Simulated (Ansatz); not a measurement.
Gas-phase electronic energies from Ansatz, PBE0-D4/def2-TZVP geometries. CCSD(T)/CBS is the MP2 limit (def2-TZVPP, def2-QZVPP) plus CCSD(T) − MP2 in def2-TZVPP, frozen cores. Functionals use def2-TZVPP. def2 core potentials past Kr. For Br, In outer-core shells are correlated without core-valence functions, which leaves a few kJ/mol of doubt a bond. Scalar relativity is left out up to krypton. Each species was taken in one conformer, which may not be the lowest.

Reaction (redistribution): `[F][In]([SH])[Br]` + `C[Si](O)(S)Cl` → `[F][In]([SH])[SH]` + `C[Si](O)(Cl)Br`

Task: Is it downhill or uphill in electronic energy at CCSD(T)/CBS, and by how much? (An estimate is asked.)

Result: Ansatz gave: Uphill: ΔE = +3.0 kJ/mol.

Task: What do these levels give: PBE0-D4, MP2/def2-TZVPP, SCS-MP2/def2-TZVPP, CCSD/def2-TZVPP, MP2/CBS(def2), CCSD/CBS(def2)? (Estimate.)

Result: Computed: PBE0-D4 4.4, MP2/def2-TZVPP 0.8, SCS-MP2/def2-TZVPP 2.6, CCSD/def2-TZVPP 4.0, MP2/CBS(def2) 0.5, CCSD/CBS(def2) 3.7 kJ/mol.

Largest T1 diagnostic among the species: 0.015.

In def2-TZVPP, CCSD(T) changes the Hartree–Fock value by −8.5 kJ/mol (the triples alone add −0.7 kJ/mol) and MP2 by −11.0 kJ/mol.
